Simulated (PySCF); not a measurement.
Where the electron goes

C2H6F2O2Si.
Geometry (GFN2-xTB, Å), atoms numbered from 1 in this order:
```
atom  x, y, z in Å
C1    -2.3154    0.1681    0.2979
O2    -0.9101    0.2365    0.2027
Si3    0.0365    0.2552   -1.0863
F4    -0.2782   -1.0091   -2.0183
F5    -0.2166    1.4876   -2.0574
O6     1.5706    0.3779   -0.6926
C7     2.3714   -0.3557    0.1991
H8    -2.5644    0.0839    1.3554
H9    -2.7660    1.0712   -0.1158
H10   -2.6959   -0.6999   -0.2417
H11    3.3529    0.1180    0.2153
H12    1.9414   -0.3446    1.2011
H13    2.4694   -1.3887   -0.1385
```

Level of theory: TDDFT CAM-B3LYP/def2-SVPD, vertical, gas phase, core orbitals frozen in the response in PySCF 2.14.0, density-fitted response routines.

Kohn–Sham orbitals with the atoms that hold most of them (Löwdin shares over 4%, at most four atoms; ? is withheld):

```
orbital  ε (eV)                           atoms
 LUMO+2    1.84    C7 11%, C1 9%, H8 9%, H12 9%
 LUMO+1    1.52    C1 18%, C7 18%, H9 9%, H8 8%
   LUMO       ?                               ?
   HOMO  -10.48  O6 40%, O2 21%, C7 11%, H13 6%
 HOMO-1  -10.80                               ?
 HOMO-2  -11.07   O6 46%, C7 18%, H11 9%, O2 7%
 HOMO-3  -11.21  O2 49%, C1 19%, H8 10%, Si3 5%
```

(1) Give the leading atoms of the HOMO-1.

(2) Give the leading atoms of the LUMO.

(3) What is the LUMO energy, and the HOMO–LUMO gap?

Results:

(1) O2 (bonded to C and Si) 35%; O6 (bonded to C and Si) 23%; C1 (bonded to O and 3 H) 11%; C7 (bonded to O and 3 H) 7%. By element: oxygen 58%, carbon 18%.

(2) Si3 (bonded to 2 F and 2 O) 35%; C1 (bonded to O and 3 H) 13%; C7 (bonded to O and 3 H) 10%; O2 (bonded to C and Si) 8%. By element: silicon 35%, carbon 24%, oxygen 8% or more.

(3) ε(LUMO) = 0.86 eV; the gap is 11.34 eV (0.4168 hartree).

Task: How does S1 compare with the orbital gap of 11.34 eV?

Result: S1 is at 8.14 eV (f = 0.0008), 3.20 eV below the gap, made of HOMO→LUMO (82%). Without the coupling terms of the response equations the lowest excitation would equal the gap.

Task: One configuration dominates each of S1, S2 and S3. Which, and how do the shares of the two leading atoms of either orbital change from the occupied to the empty one?

Result: 
- S1 (8.14 eV, f 0.0008), HOMO→LUMO (82%): O6 40% → at most 8%, O2 21% → 8%, Si3 at most 6% → 35%, C1 at most 6% → 13%
- S2 (8.41 eV, f 0.0004), HOMO-1→LUMO (77%): O2 35% → 8%, O6 23% → at most 8%, Si3 at most 7% → 35%, C1 11% → 13%
- S3 (8.75 eV, f 0.0014), HOMO-2→LUMO (70%): O6 46% → at most 8%, C7 18% → 10%, Si3 at most 8% → 35%, C1 at most 8% → 13%

Löwdin shares depend on the basis, the more so with diffuse functions.

One conformer stands for the species.
